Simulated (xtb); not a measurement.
Here is a job for xtb.
```
$ xtb mol.xyz --gfn 2 --uhf 2 --opt vtight --json

# file mol.xyz
6

Si    -0.42177825     1.29286930     1.12218509
H      0.15643804     2.46668496     0.53907446
Si     0.07878924    -0.56363046    -0.20356577
H      0.81515370    -0.51666099    -1.45053750
H     -1.25643467    -1.08572158    -0.58058204
H      0.64814278    -1.55590714     0.65912525
```

**Question.** What does this run give for the dipole moment, total energy at the end of the optimisation?

**Answer.** 
The dipole moment is 0.46 D. The total energy at the end of the optimisation comes out as -5.3767 Eh.
